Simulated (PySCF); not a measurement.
Compound: C6H8O3.
Cartesian coordinates in Å at the GFN2-xTB level; atoms count from 1:
```
atom  x, y, z in Å
C1    -1.1870   -1.4453    0.1388
C2    -0.5513   -0.1865    0.7350
O3    -1.4605    0.9118    0.7156
C4    -1.0508    1.8641   -0.2480
C5     0.3204    1.4516   -0.6603
C6     0.6253    0.2897   -0.0814
C7     1.8961   -0.4282   -0.2146
O8     2.8204   -0.0710   -0.9013
O9     1.9451   -1.5444    0.5305
H10   -1.4380   -1.2789   -0.9062
H11   -2.0960   -1.6807    0.6846
H12   -0.4949   -2.2780    0.2154
H13   -0.2745   -0.3805    1.7793
H14   -1.0677    2.8608    0.2097
H15   -1.7412    1.8734   -1.1064
H16    0.9391    2.0280   -1.3217
H17    2.8083   -1.9739    0.4210
```

Method: PBE0/def2-SVPD in PySCF (dipole) on a GFN2-xTB geometry, gas phase.

Take the most abundant isotopes and a rigid rotor. The values belong to one conformer with, in the numbering `[CH3:1][C@@H:2]1[O:3][CH2:4][CH:5]=[C:6]1[C:7](=[O:8])[OH:9]`, C5–C6–C7–O8 -2°, C6–C7–O9–H -179°.

Question: What are A, B and C (cm⁻¹)?

Answer: Ia = 179.17, Ib = 371.76, Ic = 505.77 u·Å²; 505379 MHz·u·Å²/I gives 2821, 1359 and 999.2 MHz, that is A = 0.09409, B = 0.04535, C = 0.03333 cm⁻¹.

Question: Classify the top.

Answer: An asymmetric top; Ray's κ = -0.604.

Question: Is it planar, by Δ = Ic − Ia − Ib?

Answer: Not planar: Δ = Ic − Ia − Ib = -45.16 u·Å². For a rigid frame Δ = −2 Σ m c², so Σ m c² = 22.58 u·Å² lies off the ab plane: 7.48 from hydrogen and 15.11 from heavier atoms. The atom farthest from that plane is 1.72 Å away.

Question: Give the other two planar moments, Paa and Pbb, and the rms extents of the mass along the axes.

Answer: Paa = Σ m a² = (Ib + Ic − Ia)/2 = 349.18 and Pbb = Σ m b² = (Ia + Ic − Ib)/2 = 156.59 u·Å². With the mass M = 128.05 u, the rms extents √(P/M) along a, b and c are 1.65, 1.11, 0.42 Å.

Question: Which types of transition are allowed, and where do some lines up to J = 3 fall?

Answer: The dipole components are |μa| = 0.19 D, |μb| = 0.49 D, |μc| = 0.19 D. The squared components, which scale the intensities, stand as 0.15 : 1.00 : 0.16 (a : b : c). Some lines, for components of 0.1 D or more:

```
type  branch         J(Ka,Kc)    MHz  lower level (cm⁻¹)
   a       Q  2(1,1) ← 2(1,2)   1081               0.273
   a       Q  3(1,2) ← 3(1,3)   2155               0.490
   b       Q  2(1,1) ← 2(0,2)   2240               0.234
   b       Q  3(1,2) ← 3(0,3)   2966               0.463
   b       R  2(0,2) ← 1(1,1)   3197               0.127
   c       Q  3(2,2) ← 3(1,2)   3884               0.562
   a       R  2(1,2) ← 1(1,1)   4357               0.127
   b       Q  2(2,1) ← 2(1,2)   5464               0.273
   a       R  3(1,3) ← 2(1,2)   6501               0.273
   a       R  3(2,1) ← 2(2,0)   7301               0.457
   a       R  3(1,2) ← 2(1,1)   7576               0.309
   c       R  3(1,2) ← 2(0,2)   9816               0.234
   c       R  3(2,1) ← 2(1,1)  11744               0.309
   c       R  3(2,2) ← 2(1,2)  12540               0.273
   c       R  3(3,0) ← 2(2,0)  15264               0.457
```

Question: Estimate the classical rotational partition function at 10 K, 100 K and 200 K.

Answer: Point group C1, symmetry number σ = 1; q = (√π/σ)·√((kT/h)³/(ABC)), k/h = 20836.6 MHz/K: 2720 at 10 K, 86100 at 100 K, 244000 at 200 K.

No frequency check. These are rigid-rotor constants of the computed structure; measured ground-state constants (B0) also hold zero-point vibration. A rigid rotor knows nothing of internal rotation, which can split or shift real lines.

Hardware: Arm Neoverse N1, one thread, shared host. Cost: 90 s of wall time, 1.0 GiB resident at most. This is the PBE0/def2-SVPD job that gave the dipole, with the excitations it also computed.
